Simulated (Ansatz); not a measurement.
```xyz
12

F     2.267   -0.691   -0.759
C     1.345   -1.301    0.054
O     0.077   -0.820   -0.214
C    -0.178    0.454    0.261
F    -0.341    0.414    1.627
C    -1.455    0.918   -0.389
F    -1.717    2.211   -0.012
H     1.640   -1.108    1.090
H     1.334   -2.366   -0.175
H     0.653    1.140    0.064
H    -1.345    0.875   -1.475
H    -2.281    0.275   -0.071
```

Charge 0, multiplicity 1.

**Question.** List the PBE/def2-TZVPP orbital energies in eV (Ansatz). (Estimate.)

**Answer.** Ansatz gave: Occupied: -660.20, -660.19, -660.04, -511.70, -272.70, -272.56, -271.27, -30.80, -30.52, -30.19, -27.22, -19.73, -17.33, -15.86, -14.20, -13.76, -13.45, -12.83, -12.27, -12.16, -11.52, -10.52, -9.75, -9.36, -9.16, -8.42, -8.34, -7.90, -7.82. Lowest empty: 0.54, 0.59, 1.16, 1.36, 1.86, 2.04, 2.19, 2.62.
